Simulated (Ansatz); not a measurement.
Gas-phase electronic energies from Ansatz, PBE0-D4/def2-TZVP geometries. CCSD(T)/CBS is the MP2 limit (def2-TZVPP, def2-QZVPP) plus CCSD(T) − MP2 in def2-TZVPP, frozen cores. Functionals use def2-TZVPP. No spin–orbit coupling; open shells (•) take unrestricted orbitals. For Ge outer-core shells are correlated without core-valence functions, which leaves a few kJ/mol of doubt a bond. Scalar relativity is left out up to krypton. One conformer a species, not always the lowest.

Consider the homolysis of the Si–Si bond: `S[SiH2][SiH2][GeH3]` → `[SiH2][GeH3]`• + `[SiH2]S`•.

```csv
level,ΔE (kcal/mol)
r2SCAN-D4,70.6
PBE0,71.6
```

Question: What does CCSD(T)/CBS give? (Best estimate.)

Answer: Computed: +78.1 kcal/mol. The listed levels differ from it by -7.5, -6.5 kcal/mol.

Largest T1 diagnostic among the species: 0.016.

In def2-TZVPP, CCSD(T) changes the Hartree–Fock value by +21.4 kcal/mol (the triples alone add +1.8 kcal/mol) and MP2 by +22.7 kcal/mol; breaking electron pairs costs correlation energy, which Hartree–Fock lacks. The D4 term adds +4.5 kcal/mol with B3LYP and +2.6 kcal/mol with PBE0; it sums over pairs of atoms, weighted by their polarisabilities, and B3LYP, whose exchange is more repulsive, gets the larger term. From PBE to PBE0 (25 % exact exchange), in def2-TZVPP and without D4, ΔE moves by +1.3 kcal/mol.

B3LYP here is the variant with VWN-RPA as its local correlation; programs differ in this.
